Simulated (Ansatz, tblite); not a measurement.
Cost and result up the ladder for Li4H4 (the lowest singlet isomer of a short search) (8 atoms). Charge 0, multiplicity 1. Geometry: r2SCAN-D4/def2-TZVP.

```xyz
8

Li   -0.749   -0.445    1.262
Li   -0.989    0.637   -0.983
Li    0.662   -1.217   -0.657
Li    1.076    1.025    0.379
H     1.056   -0.680    1.050
H    -0.706    1.299    0.702
H    -1.149   -1.093   -0.404
H     0.799    0.474   -1.347
```

Ansatz on 2 threads of Arm Neoverse V2 on a shared host; xTB runs through tblite on one thread. Times are rough, summed over both states, and most runs start from the orbitals of an earlier one. CCSD(T)/def2-TZVPP serves as the yardstick here, not as an exact answer. The other state is a doublet.

The xTB rows come from tblite. Correlated methods freeze no core orbitals; core or outer-core shells of Li are correlated, in sets that lack core-valence functions. HOMO above LUMO, or a gap near zero within one spin, warns that the state may not be the lowest or that an electron is smeared out. The structure comes from a short search, and lower isomers may exist.

Correlated methods converge slowly with the basis.

Raw xTB energies of ions are shifted by several eV.

```
                         level  functions  vertical IE (eV)  difference from CCSD(T)/def2-TZVPP (eV)                                     remarks
           r2SCAN-D4/def2-TZVP         80              8.24                                    -0.61                                           –
             PBE0-D4/def2-TZVP         80              8.49                                    -0.35                                           –
            CCSD(T)/def2-TZVPP        132              8.84                                     0.00                                           –
PBE-D4/def2-TZVP (with forces)         80              8.16                                    -0.68  gap within one spin near zero (+1 doublet)
                      GFN2-xTB         20             12.57                                     3.73                                           –
                      GFN1-xTB         24             14.94                                     6.10                                           –
```

Q: Estimate how long each takes.

A: GFN1-xTB 0.004 s; GFN2-xTB 0.004 s; PBE-D4/def2-TZVP (with forces) 2.1 s; r2SCAN-D4/def2-TZVP 3.7 s; PBE0-D4/def2-TZVP 5.3 s; CCSD(T)/def2-TZVPP 27 s. On shared hardware such times vary by a factor of up to 3.
